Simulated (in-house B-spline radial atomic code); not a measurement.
## RPA and G0W0 on r2SCAN0: Sc VII (Sc6+)

Configuration [Ne] 3s2 3p3, highest spin, mean-field start r2SCAN0. Computed with a B-spline radial code for spherical atoms: all electrons, scalar-relativistic (spin-free one-electron X2C), finite nucleus, each spin shell either full or empty, empty states to l = 9 with an (l + 1/2)⁻⁴ tail; G0W0 by contour deformation at full frequency.

Command:
```bash
python run_gw.py task.json out
```
Settings (radii: box in bohr, nucleus in fm):
```
Z                        21
electrons                15
configuration            [Ne] 3s2 3p3
hamiltonian              x2c
method                   r2scan0
lmax                     9
rms_radius               3.5459
spin_polarised           True
box_radius               9.29
intervals                68
```

Time taken, with all properties: 1.6 s on 1 thread of Arm Neoverse V1, with other jobs on the host.

Energies (hartree):

| term | value |
| --- | --- |
| mean-field total | -752.37380 |
| Hartree-Fock functional on these orbitals | -751.77772 |
| direct second order | -1.0416 |
| second-order exchange | 0.37877 |
| SOSEX correction | 0.34797 |

Question: What is the RPA correlation energy, and what remains with SOSEX?

Answer: RPA gives -0.93075 hartree (-1.69 eV per electron); RPA + SOSEX gives -0.58278, and the second-order doubles -0.66283 hartree (no singles). RPA lacks exchange-type terms and so overcorrelates at short range.

Quasi-particle levels (eV):

```csv
level,occupied,mean field,Σx - vxc,Σc,QP weight,G0W0
3p up,yes,-130.07,-6.81,?,?,?
3s down,yes,-145.22,-4.77,-3.10,0.964,-153.09
2p down,yes,-507.77,-24.06,6.54,0.939,-525.29
3p down,no,-116.88,8.76,-3.23,0.960,-111.34
```

G0W0 = mean field + (Σx - vxc) + Σc, with Σc (partial-wave tail included) taken at the quasi-particle energy. Only the outer levels were computed. Levels of low weight are left out.

Question: Where does G0W0 put 3p up?

Answer: At -137.22 eV, with Σc = -0.34 eV and a quasi-particle weight of 0.961. The tabulated removal energy is 137.99 ± 0.25 eV (NIST, semi-empirical); the calculation leaves out spin-orbit coupling, Breit and QED terms, and what these don't explain is the method's own error.
